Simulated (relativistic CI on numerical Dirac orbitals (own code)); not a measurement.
Sensitivity of the levels of Rb⁹⁺ to α and to the nuclear radius

Calculated at this level of theory: Dirac-Coulomb-Breit CI, orbitals from a KLI potential per configuration, derivatives by finite differences, unscaled Slater integrals, QED left out (own radial code, finite nucleus).

Configurations in the expansion (outside the closed core [Ar]): 3d10, 3d9.4s, 3d9.4p, 3d8.4s2, 3d9.4d, 3d8.4s.4p, 3d8.4p2, 3d9.4f. Levels of other configurations are missing.

With x = (α/α₀)² − 1 an excitation energy changes as ω = ω₀ + qx; K = 2q/ω₀ is the relative enhancement. Terms are leading LS components, so labels can repeat. The field-shift factor is F = δν/δ⟨r²⟩ for the transition from the lowest level.

Lowest level 3d10 1S_0.

```tsv
Level	ω₀ (cm⁻¹)	q (cm⁻¹)	F (GHz/fm²)
3d9.4s 3D_3	825514	-38210	18.6
3d9.4s 3D_2	829009	-36920	18.5
3d9.4s 3D_1	837723	-26140	18.6
3d9.4s 1D_2	842078	-27070	18.5
3d9.4p 3P°_2	988121	-29490	3.36
3d9.4p 3F°_3	993937	-31670	3.37
3d9.4p 3P°_1	1001047	-15890	3.34
3d9.4p 3F°_2	1003044	-20300	3.42
3d9.4p 3F°_4	1003865	-18250	3.26
3d9.4p 3P°_0	1009007	-6119	3.33
3d9.4p 1D°_2	1013263	-20330	3.31
3d9.4p 3D°_3	1014775	-17420	3.28
3d9.4p 1P°_1	1017921	-19010	3.39
```

At this charge energies of transitions that change n are usually good to better than 1 %, and those within a shell (Δn = 0) to a few per cent.

(1) Which transition from the lowest level has the largest |K|?

## Answers

(1) 3d9.4s 3D_3 at 825514 cm⁻¹, K = -0.0926.
